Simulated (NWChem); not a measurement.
hydronium (H3O cation); SMILES [OH3+]

Results from NWChem. Pople sets run with spherical d functions. Coordinates come from a B3LYP/6-31G* (spherical d) optimisation. Level BLYP/6-31G*: single points from the atomic guess with DIIS by default; each run changes one setting, and all converged runs end within 0.3 mHa of each other. cgmin counts macro-iterations, each dearer than a DIIS step.

**Question.** Which setting needs the most SCF iterations, or fails (occupation smearing of 0.005 Ha; level shift of 0.5 Ha throughout; defaults; quadratically convergent solver (cgmin); DIIS on 3 Fock matrices)?

**Answer.** level shift of 0.5 Ha throughout, with 14 against 6 for the defaults.
| setting | SCF iterations |
|---|---|
| defaults | 6 |
| occupation smearing of 0.005 Ha | 6 |
| level shift of 0.5 Ha throughout | 14 |
| quadratically convergent solver (cgmin) | 5 |
| DIIS on 3 Fock matrices | 7 |
